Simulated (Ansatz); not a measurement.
Energy needed to pull apart C2H4Te (SMILES C1C[Te]1), closed shell, into free ground-state atoms, from the structure below (displaced at random from a GFN2-xTB minimum); no zero-point or spin–orbit terms; open-shell atoms are treated unrestricted, in their ground-state multiplicity.

```csv
atom,x (Å),y (Å),z (Å)
C1,-0.5754,-0.0580,-0.4645
C2,0.5095,0.3142,0.4423
Te3,0.6038,-1.8587,0.0738
H4,-1.6084,-0.0658,-0.0353
H5,-0.5033,0.2368,-1.4951
H6,0.2833,0.5720,1.4430
H7,1.3245,0.8673,0.0429
```

Ansatz 0.2.0; basis: def2-TZVPP; cores frozen in the correlated methods. Filled d shells of the heavier atoms are correlated. Core potentials replace the inner electrons of the atoms past krypton. The def2 sets are not built for correlating such inner shells, so the correlated values are less sure here. B3LYP uses VWN-RPA correlation.

```csv
method,atomization energy (kcal/mol)
PBE-D4,609.9
BLYP-D4,593.8
r2SCAN-D4,?
PBE0-D4,597.9
B3LYP-D4,593.4
wB97M-V,591.2
HF,421.2
MP2,589.6
CCSD,?
CCSD(T),579.6
```

**Question.** What does r2SCAN-D4 give? (An estimate is asked for; the value comes from the calculation.)

**Answer.** By the calculation: 594.5 kcal/mol, which is about 14.9 kcal/mol more than CCSD(T)/def2-TZVPP.

**Question.** What does CCSD give? (Judge from chemistry; the value comes from the calculation.)

**Answer.** Computed: 567.9 kcal/mol, which is about 11.7 kcal/mol less than CCSD(T)/def2-TZVPP.

In triple zeta the MP2 and coupled-cluster atomization energies are still short of their basis limit by a few kcal/mol a bond, whereas those of the functionals are nearly converged, so these differences are not deviations from converged CCSD(T).

T1 diagnostic: at most 0.012.

For scale, one of the runs: CCSD(T)/def2-TZVPP forces, 168 basis functions (an equivalent command: `ansatz run in.yaml --threads 4`). The run took 2.1 min on 4 CPU threads (shared host), with 3 GiB of host memory at its peak.
